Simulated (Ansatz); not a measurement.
```yaml
crystal:
  periodic: [true, true, true]
  atoms:
    - {symbol: F, position_ang: [-2.723520, -0.039440, 1.616261]}
    - {symbol: Ga, position_ang: [-1.150309, -0.118675, 0.742976]}
    - {symbol: C, position_ang: [0.712406, 0.171159, 0.445346]}
    - {symbol: B, position_ang: [0.253634, -0.134864, -1.057492]}
    - {symbol: O, position_ang: [-0.889238, -0.391048, -1.286814]}
    - {symbol: H, position_ang: [1.483129, -0.556219, 0.888753]}
    - {symbol: H, position_ang: [1.274064, 1.128715, 0.582804]}
    - {symbol: H, position_ang: [1.111408, -0.239854, -1.995074]}
basis:
  gaussian: {orbitals: aug-cc-pVTZ, nuclear_model: gaussian}
total_charge: 1
magnetization: {spin_polarized: true, initial_magnetization: 1}
hamiltonian: {xc: {name: HF}}
```

```sh
$ ansatz run in.yaml --threads 4 --pin off --events-out ev --progress --plain --max-ram 10444MiB
```

(1) How does Ansatz answer? (An estimate is asked.)

## Answers

(1) Computed: The program refused the input.
```
Error: YAML parse error: error: line 2 column 3: crystal: missing field `lattice` (a structure is typed as `lattice` and `atoms`, a molecule's as `atoms` in Å alone, or read from a run's directory, `checkpoint`)
 --> <input>:2:3
1 | crystal:
2 |   periodic: [true, true, true]
3 |   atoms:
4 |     - {symbol: F, position_ang: [-2.723520, -0.039440, 1.616261]}
```
